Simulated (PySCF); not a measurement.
# Excitation energies in several basis sets

Compound: SiCl4.
SMILES: `Cl[Si](Cl)(Cl)Cl`

TDDFT with PBE0 (PySCF), vertical singlets, core orbitals frozen in the response, spherical d and f functions. Isolated species at its PBE0-D3(BJ)/def2-SVP geometry, gas phase.

**Question.** How do the low singlets change with the basis? Take 6-31G*, def2-SVP, 6-31+G*, aug-cc-pVDZ, def2-TZVP, def2-TZVPD and aug-cc-pVTZ.

**Answer.** 

| basis | functions | diffuse | S1 (eV) | S2 (eV) | S3 (eV) | S4 (eV) | S5 (eV) | LUMO (eV) | α (au) |
| --- | --- | --- | --- | --- | --- | --- | --- | --- | --- |
| 6-31G* | 90 | no | 7.29 | 7.29 | 7.29 | 8.22 | 8.22 | -0.95 | 56.0 |
| def2-SVP | 90 | no | 7.55 | 7.55 | 7.55 | 8.46 | 8.47 | -0.42 | 52.4 |
| 6-31+G* | 110 | yes | 7.10 | 7.10 | 7.10 | 8.02 | 8.02 | -1.22 | 63.9 |
| aug-cc-pVDZ | 135 | yes | 7.10 | 7.10 | 7.10 | 7.99 | 7.99 | -1.11 | 75.9 |
| def2-TZVP | 185 | no | 7.34 | 7.34 | 7.34 | 8.23 | 8.23 | -0.75 | 67.5 |
| def2-TZVPD | 227 | yes | 7.19 | 7.19 | 7.19 | 8.07 | 8.07 | -1.01 | 77.5 |
| aug-cc-pVTZ | 250 | yes | 7.20 | 7.20 | 7.20 | 8.08 | 8.08 | -1.01 | 77.1 |

States are compared by their number. Against the largest diffuse basis here (aug-cc-pVTZ, itself not a converged limit), sets without diffuse functions differ by up to 0.35 eV in S1 and 0.39 eV in S5; the smaller diffuse sets differ by up to 0.10 and 0.09 eV. State by state, the largest deviation of a set without diffuse functions is S1 0.35, S2 0.35, S3 0.35, S4 0.39, S5 0.39 eV. The same number needn't mean the same state in each row. Against aug-cc-pVTZ the polarisability deviates by -27% in 6-31G*, -32% in def2-SVP, -17% in 6-31+G*, -2% in aug-cc-pVDZ, -12% in def2-TZVP, 0% in def2-TZVPD.
